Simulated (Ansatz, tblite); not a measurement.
Cost and result up the ladder for pentafluorobenzenesulfonate (C₆SO₃F₅⁻) (15 atoms). Total charge -1; singlet. Geometry: PBE-D4/def2-SVP.

```xyz
15

O     1.719   -0.437   -2.650
S     1.853   -1.156   -1.349
O     1.515   -2.605   -1.380
O     3.044   -0.792   -0.526
C     0.459   -0.354   -0.345
C    -0.622   -1.049    0.212
F    -0.774   -2.375    0.084
C    -1.623   -0.384    0.947
F    -2.657   -1.069    1.477
C    -1.550    1.002    1.134
F    -2.503    1.645    1.836
C    -0.475    1.717    0.584
F    -0.408    3.052    0.766
C     0.511    1.034   -0.145
F     1.512    1.771   -0.645
```

Ansatz on 4 threads of Arm Neoverse V1 on a shared host; xTB runs through tblite on one thread. Times are rough, summed over both states, and most runs start from the orbitals of an earlier one. PBE0-D4/def2-SVP serves as the yardstick here, not as an exact answer. The other state is a doublet.

The xTB rows come from tblite. HOMO above LUMO, or a gap near zero within one spin, warns that the state may not be the lowest or that an electron is smeared out.

Raw xTB energies of ions are shifted by several eV.

| level | functions | wall time | vertical IE (eV) | difference from PBE0-D4/def2-SVP (eV) | remarks |
| --- | --- | --- | --- | --- | --- |
| GFN2-xTB | 65 | 0.032 s | 10.44 | 5.49 | – |
| GFN1-xTB | 65 | 0.035 s | 11.72 | 6.78 | – |
| PBE-D4/def2-SVP (with forces) | 214 | 15 s | 4.23 | -0.72 | gap within one spin near zero (doublet) |
| PBE0-D4/def2-SVP | 214 | 34 s | 4.95 | 0.00 | – |
